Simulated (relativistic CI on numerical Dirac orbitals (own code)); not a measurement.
# Level scheme of V V

These numbers are calculated, not measured: Dirac-Coulomb-Breit CI, KLI orbitals optimised for each configuration, model QED (radiative potential, 1s self-energy scaled to tabulated hydrogen-like ionisation energies), valence Slater integrals scaled by 0.85, P86 correlation energy added to each configuration (own radial code, finite nucleus).

Configurations in the expansion (outside the closed core [Ne]): 3s2.3p6.3d, 3s2.3p6.4s, 3s2.3p5.3d2, 3s2.3p6.4p, 3s2.3p6.4d, 3s2.3p6.5s, 3s2.3p6.4f, 3s2.3p6.5p, 3s.3p6.3d2, 3s2.3p6.5d, 3s2.3p6.6s, 3s2.3p6.5f, 3s2.3p6.6p, 3s2.3p6.5g, 3s2.3p6.6d. Double excitations out of closed p, d and f shells are left out; levels of such configurations are missing from the list, as are those of other unlisted configurations, and high levels can miss mixing partners.

The lowest level is 3s2.3p6.3d 2D_3/2, with 100 % of that term; Hund's rules for 3s2.3p6.3d give 2D with J = 3/2, in agreement.

| No. | Configuration | Term | J | E (cm⁻¹) | % | Next component (%) | Lifetime (s) | jj configuration (%) |
| --- | --- | --- | --- | --- | --- | --- | --- | --- |
| 1 | 3s2.3p6.3d | 2D | 3/2 | 0 | 100 |  |  | 3d3/2 (100) |
| 2 | 3s2.3p6.3d | 2D | 5/2 | 590 | 100 |  | 4.52e+02 | 3d5/2 (100) |
| 3 | 3s2.3p6.4s | 2S | 1/2 | 153846 | 100 |  | 3.94e-05 | 4s (100) |
| 4 | 3s2.3p6.4p | 2P° | 1/2 | 211580 | 100 |  | 1.75e-10 | 4p1/2 (100) |
| 5 | 3s2.3p6.4p | 2P° | 3/2 | 212777 | 100 |  | 1.74e-10 | 4p3/2 (100) |
| 6 | 3s2.3p5.3d2 | 4D° | 1/2 | 294544 | 100 |  | 6.17e-07 | 3p3/2^3 3d3/2^2 (52) |
| 7 | 3s2.3p5.3d2 | 4D° | 3/2 | 294911 | 99 |  | 3.83e-07 | 3p3/2^3 3d3/2 3d5/2 (40) |
| 8 | 3s2.3p5.3d2 | 4D° | 5/2 | 295529 | 99 | 1 4F° | 3.27e-07 | 3p3/2^3 3d3/2 3d5/2 (58) |
| 9 | 3s2.3p5.3d2 | 4D° | 7/2 | 296434 | 99 | 1 4F° | 3.58e-07 | 3p3/2^3 3d5/2^2 (36) |
| 10 | 3s2.3p6.4d | 2D | 3/2 | 298113 | 100 |  | 2.86e-10 | 4d3/2 (100) |
| 11 | 3s2.3p6.4d | 2D | 5/2 | 298242 | 100 |  | 2.92e-10 | 4d5/2 (100) |
| 12 | 3s2.3p5.3d2 | 4G° | 11/2 | 309076 | 100 |  |  | 3p3/2^3 3d5/2^2 (79) |
| 13 | 3s2.3p5.3d2 | 4G° | 9/2 | 310278 | 96 | 3 4F° | 2.90e+00 | 3p3/2^3 3d3/2 3d5/2 (81) |
| 14 | 3s2.3p5.3d2 | 4P° | 5/2 | 311284 | 99 |  | 6.61e-07 | 3p3/2^3 3d3/2 3d5/2 (54) |
| 15 | 3s2.3p5.3d2 | 4G° | 7/2 | 311549 | 94 | 5 4F° | 8.08e-07 | 3p3/2^3 3d3/2^2 (36) |
| 16 | 3s2.3p5.3d2 | 4G° | 5/2 | 312778 | 92 | 4 4F° | 1.14e-06 | 3p1/2 3p3/2^4 3d3/2^2 (36) |
| 17 | 3s2.3p5.3d2 | 4P° | 3/2 | 312932 | 99 |  | 1.99e-07 | 3p3/2^3 3d3/2 3d5/2 (31) |
| 18 | 3s2.3p5.3d2 | 4P° | 1/2 | 314050 | 99 |  | 5.40e-07 | 3p1/2 3p3/2^4 3d3/2 3d5/2 (45) |
| 19 | 3s2.3p5.3d2 | 4F° | 3/2 | 319754 | 78 | 20 2D° | 9.26e-09 | 3p3/2^3 3d3/2^2 (52) |
| 20 | 3s2.3p5.3d2 | 4F° | 9/2 | 320011 | 95 | 3 4G° | 4.70e-02 | 3p3/2^3 3d5/2^2 (62) |
| 21 | 3s2.3p5.3d2 | 4F° | 5/2 | 320060 | 62 | 32 2D° | 1.07e-08 | 3p3/2^3 3d3/2^2 (39) |
| 22 | 3s2.3p5.3d2 | 4F° | 7/2 | 320589 | 91 | 5 4G° | 5.70e-07 | 3p3/2^3 3d3/2 3d5/2 (55) |
| 23 | 3s2.3p5.3d2 | 2D° | 5/2 | 322424 | 65 | 32 4F° | 1.46e-08 | 3p1/2 3p3/2^4 3d3/2 3d5/2 (36) |
| 24 | 3s2.3p5.3d2 | 2F° | 5/2 | 322706 | 94 | 3 4G° | 2.84e-09 | 3p3/2^3 3d3/2 3d5/2 (47) |
| 25 | 3s2.3p5.3d2 | 2D° | 3/2 | 323589 | 68 | 21 4F° | 1.28e-08 | 3p3/2^3 3d3/2 3d5/2 (29) |
| 26 | 3s2.3p5.3d2 | 2F° | 7/2 | 324523 | 94 | 2 4F° | 3.30e-09 | 3p3/2^3 3d3/2 3d5/2 (48) |
| 27 | 3s2.3p5.3d2 | 2P° | 1/2 | 328908 | 99 |  | 3.53e-09 | 3p3/2^3 3d5/2^2 (60) |
| 28 | 3s2.3p6.5s | 2S | 1/2 | 330473 | 100 |  | 2.49e-10 | 5s (100) |
| 29 | 3s2.3p5.3d2 | 2P° | 3/2 | 331468 | 87 | 11 2D° | 3.83e-09 | 3p1/2 3p3/2^4 3d5/2^2 (46) |
| 30 | 3s2.3p5.3d2 | 2H° | 11/2 | 332841 | 100 |  | 1.31e+00 | 3p3/2^3 3d3/2 3d5/2 (79) |
| 31 | 3s2.3p5.3d2 | 2F° | 7/2 | 334633 | 86 | 11 2G° | 1.57e-09 | 3p3/2^3 3d3/2^2 (42) |
| 32 | 3s2.3p5.3d2 | 2G° | 7/2 | 336416 | 86 | 12 2F° | 2.10e-08 | 3p3/2^3 3d3/2 3d5/2 (39) |
| 33 | 3s2.3p5.3d2 | 2H° | 9/2 | 337074 | 71 | 28 2G° | 1.34e-01 | 3p1/2 3p3/2^4 3d5/2^2 (35) |
| 34 | 3s2.3p5.3d2 | 2G° | 9/2 | 338723 | 71 | 28 2H° | 5.66e-02 | 3p1/2 3p3/2^4 3d3/2 3d5/2 (61) |
| 35 | 3s2.3p5.3d2 | 2F° | 5/2 | 339928 | 91 | 7 3s2.3p6.4f 2F° | 1.88e-09 | 3p1/2 3p3/2^4 3d3/2^2 (30) |
| 36 | 3s2.3p5.3d2 | 4D° | 7/2 | 342689 | 99 | 1 2F° | 6.07e-07 | 3p3/2^3 3d5/2^2 (45) |
| 37 | 3s2.3p5.3d2 | 4D° | 5/2 | 343668 | 97 | 2 2D° | 2.97e-08 | 3p3/2^3 3d3/2 3d5/2 (64) |
| 38 | 3s2.3p5.3d2 | 4D° | 3/2 | 344744 | 97 | 2 2D° | 1.84e-08 | 3p1/2 3p3/2^4 3d3/2 3d5/2 (38) |
| 39 | 3s2.3p5.3d2 | 4D° | 1/2 | 345622 | 100 |  | 1.69e-08 | 3p1/2 3p3/2^4 3d3/2^2 (26) |
| 40 | 3s2.3p6.4f | 2F° | 7/2 | 353939 | 91 | 9 3s2.3p5.3d2 2F° | 1.28e-10 | 4f7/2 (91) |
| 41 | 3s2.3p6.5p | 2P° | 1/2 | 353988 | 100 |  | 2.56e-10 | 5p1/2 (100) |
| 42 | 3s2.3p6.4f | 2F° | 5/2 | 354200 | 87 | 12 3s2.3p5.3d2 2F° | 1.27e-10 | 4f5/2 (87) |
| 43 | 3s2.3p6.5p | 2P° | 3/2 | 354472 | 100 |  | 2.52e-10 | 5p3/2 (100) |
| 44 | 3s2.3p5.3d2 | 2D° | 3/2 | 357058 | 98 | 2 4D° | 1.55e-08 | 3p3/2^3 3d3/2 3d5/2 (39) |
| 45 | 3s2.3p5.3d2 | 2D° | 5/2 | 358884 | 97 | 2 4D° | 1.28e-08 | 3p1/2 3p3/2^4 3d5/2^2 (36) |

Energies count from the lowest computed level; ° marks odd parity; lifetimes are radiative, by E1, M1, E2, M2, E3 decay to levels of this space only; some are left blank where a channel outside the calculation adds to the decay or the decay crosses a small, uncertain gap. Filled j subshells are mostly left out of the jj labels.

The mean weight of the leading LS term, summed over parents, in these 45 levels is 93 %, and that of the leading jj configuration (from the same eigenvectors) 61 %, so LS coupling describes them better.

At this charge configurations can still be misplaced by up to about 7 % of their energy. 19 of the 33 excited levels that our extract of the measured tables holds in this range could be paired (the sources list more); they are missed by 3248 cm⁻¹ on average and 8635 at most, and levels without a partner can miss by more.
